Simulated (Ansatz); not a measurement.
`CCCCC(C)(C)C` + `[F][GaH][F]` → `CC(C)(C)[CH2][Ga]([F])[F]` + `CCC`  (formal exchange of groups at a C–C bond)

Computed with Ansatz on PBE0-D4/def2-TZVP structures; ΔE is electronic, products minus reactants. CCSD(T)/CBS is the MP2 limit (def2-TZVPP, def2-QZVPP) plus CCSD(T) − MP2 in def2-TZVPP, frozen cores. Functionals use def2-TZVPP. HSE06 is defined as in plane-wave codes. For Ga outer-core shells are correlated without core-valence functions, which leaves a few kJ/mol of doubt a bond. Scalar relativity is left out up to krypton. Each species was taken in one conformer, which may not be the lowest.

Problem. Is it downhill or uphill in electronic energy at CCSD(T)/CBS, and by how much? (An estimate is asked.)

Solution. The calculation gave: Downhill: ΔE = -49.0 kJ/mol.

Problem. What do these levels give: PBE0-D4, PBE, HSE06, CAM-B3LYP, MP2/def2-SVP, CCSD/def2-SVP? (Best estimate.)

Solution. Computed: PBE0-D4 -46.3, PBE -50.5, HSE06 -47.1, CAM-B3LYP -44.8, MP2/def2-SVP -39.5, CCSD/def2-SVP -36.7 kJ/mol.

Largest T1 diagnostic among the species: 0.015.

Leaving LDA and LC-ωPBE aside and taking each functional with its dispersion term where it has one, the values, not all of them listed here, spread over 14.4 kJ/mol, from BLYP-D4 to B97M-V. LDA lies +7.9 kJ/mol from PBE without D4. At CCSD(T), def2-SVP lies +12.0 kJ/mol from the extrapolated value and def2-TZVPP +4.0 kJ/mol. In def2-TZVPP, CCSD(T) changes the Hartree–Fock value by −7.5 kJ/mol (the triples alone add −0.9 kJ/mol) and MP2 by −9.5 kJ/mol.
